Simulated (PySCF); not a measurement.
The scaffold ethyl-X carries different groups X. Gas-phase values, no solvent. One relaxed conformer stands for each flexible species; it need not be the lowest. Strings in code marks are SMILES.

Quantity: electronic energy of isomers of C3H5N relative to `CCC#N`, in kJ/mol.

Level 1: B3LYP/3-21G // B3LYP-D3(BJ)/def2-TZVP (PySCF)
Level 2: BP86/6-31G* // B3LYP-D3(BJ)/def2-TZVP (PySCF)
Level 3: M06-2X/6-31G* // B3LYP-D3(BJ)/def2-TZVP (PySCF)
Level 4: frozen-core MP2/6-31G* // B3LYP-D3(BJ)/def2-TZVP (PySCF)

```csv
species,level 1,level 2,level 3,level 4
`[C-]#[N+]CC`,103.2,95.8,87.4,107.8
```
